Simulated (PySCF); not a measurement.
**Where the electron goes**

MoN(OMe)3, C3H9MoNO3 (singlet state).
Geometry (PBE0-D3(BJ)/def2-SVP, Å), atoms numbered from 1 in this order:
```xyz
17
C3H9MoNO3 angstrom
Mo    -0.0022    0.0149   -0.2604
N     -0.0298   -0.0072    1.3693
O      1.6044   -0.8117   -0.7278
C      2.6617   -1.3767   -0.0102
H      2.4723   -1.3394    1.0772
H      3.5955   -0.8325   -0.2287
H      2.7977   -2.4283   -0.3132
O     -0.0750    1.8221   -0.7242
C     -0.1474    3.0195   -0.0089
H     -0.1411    2.8371    1.0804
H     -1.0720    3.5591   -0.2744
H      0.7109    3.6618   -0.2680
O     -1.5081   -0.9573   -0.7826
C     -2.5144   -1.6465   -0.1013
H     -2.4360   -1.4951    0.9900
H     -2.4423   -2.7261   -0.3159
H     -3.5026   -1.2943   -0.4410
```

Method used: TDDFT PBE0/def2-SVPD, vertical, gas phase, core orbitals frozen in the response, def2 core potentials past Kr in PySCF. Spin–orbit coupling is left out.

Kohn–Sham orbitals with the atoms that hold most of them (Löwdin shares over 4%, at most four atoms; ? is withheld):

```csv
orbital,ε (eV),atoms
LUMO+2,0.06,"Mo1 49%, N2 27%, O8 6%, C9 4%"
LUMO+1,-1.11,"Mo1 57%, O8 13%, N2 9%, O13 8%"
LUMO,-1.12,"Mo1 58%, O3 12%, O13 10%, N2 8%"
HOMO,-8.03,?
HOMO-1,-8.26,"O13 22%, O8 22%, O3 22%, C14 6%"
HOMO-2,-8.44,"O13 24%, O3 23%, O8 17%, C14 6%"
HOMO-3,-8.44,"O8 26%, O3 19%, O13 18%, C9 7%"
```

**Question.** Give the leading atoms of the HOMO.

**Answer.** N2 (bonded to Mo) 42%; Mo1 (bonded to N and 3 O) 13%; O8 (bonded to C and Mo) 10%; O13 (bonded to C and Mo) 10%. By element: nitrogen 42%, oxygen 21% or more, molybdenum 13%.

Within 0.005 eV of a neighbour in this list lie HOMO-3/HOMO-2.

**Question.** How does S1 compare with the orbital gap of 6.91 eV?

**Answer.** S1 is at 5.11 eV (f = 0.0011), 1.80 eV below the gap, made of HOMO→LUMO (92%). S1/S2 lie within about 0.01 eV of each other. Without the coupling terms of the response equations the lowest excitation would equal the gap.

For S1 the Löwdin share of molybdenum is 13% in HOMO and 58% in LUMO (ligand-to-metal charge transfer by this measure).

Next come S2 at 5.12 eV (f 0.0010), HOMO→LUMO+1 (92%); S3 at 5.44 eV (f 0.0000), HOMO-4→LUMO+1 (42%), HOMO-5→LUMO (41%); S4 at 5.63 eV (f 0.0012), HOMO-1→LUMO+1 (51%), HOMO-3/HOMO-2→LUMO (≥17%), HOMO-3/HOMO-2→LUMO+1 (≥15%); S5 at 5.63 eV (f 0.0014), HOMO-1→LUMO (53%), HOMO-3/HOMO-2→LUMO (≥20%), HOMO-3/HOMO-2→LUMO+1 (≥14%).

Orbitals of the list HOMO-3 to LUMO+2 that lie within 0.01 eV of each other are written together with a slash and their weights summed (≥ marks a lower bound); for degenerate orbitals outside that list single weights are arbitrary.

Hardware: one thread of an Arm Neoverse V2, no GPU, shared host with 32 logical CPUs at a one-minute load of 18. Cost: 94 s wall (with the writing of density and orbital grids), 1.1 GiB resident at most.
